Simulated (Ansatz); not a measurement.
Consider the ligand exchange at a Ge–N bond: `S/C=[N]/[GeH2][Cl]` + `F[Si](F)(S)Cl` → `F[Si](F)(Cl)[S][GeH2][Cl]` + `N=CS`.

Isolated molecules relaxed with PBE0-D4/def2-TZVP in Ansatz; ΔE leaves out vibrations. CCSD(T)/CBS is the MP2 limit (def2-TZVPP, def2-QZVPP) plus CCSD(T) − MP2 in def2-TZVPP, frozen cores. This one scheme is used for every species. DFT in def2-TZVPP. B3LYP here is the variant with VWN-RPA as its local correlation; programs differ in this. For Ge outer-core shells are correlated without core-valence functions, which leaves a few kJ/mol of doubt a bond. Scalar relativity is left out up to krypton. Each species was taken in one conformer, which may not be the lowest.

```tsv
level	ΔE (kJ/mol)	difference from CCSD(T)/CBS
PBE-D4	-45.4	-5.2
r2SCAN-D4	-42.1	-1.9
PBE0-D4	-46.5	-6.3
B3LYP-D4	-43.1	-2.9
ωB97X-V	-41.4	-1.2
ωB97M-V	-43.4	-3.2
B2PLYP	-34.2	6.0
PBE	-39.8	0.4
r2SCAN	-40.7	-0.5
PBE0	-41.3	-1.1
B3LYP	-33.8	6.4
HF/def2-TZVPP	-32.2	8.0
MP2/def2-TZVPP	-36.8	3.4
SCS-MP2/def2-TZVPP	-34.6	5.6
CCSD/def2-TZVPP	-36.2	4.0
CCSD(T)/def2-TZVPP	-36.7	3.5
HF/def2-QZVPP	-31.7	8.5
MP2/def2-QZVPP	-38.7	1.5
SCS-MP2/def2-QZVPP	-36.3	3.9
HF/CBS(def2)	-31.6	8.6
MP2/CBS(def2)	-40.3	-0.1
CCSD/CBS(def2)	-39.7	0.5
CCSD(T)/CBS	-40.2	0
```

Largest T1 diagnostic among the species: 0.014.

In def2-TZVPP, CCSD(T) changes the Hartree–Fock value by −4.5 kJ/mol (the triples alone add −0.5 kJ/mol) and MP2 by −4.7 kJ/mol. The D4 term adds −9.3 kJ/mol with B3LYP and −5.2 kJ/mol with PBE0; it sums over pairs of atoms, weighted by their polarisabilities, and B3LYP, whose exchange is more repulsive, gets the larger term.
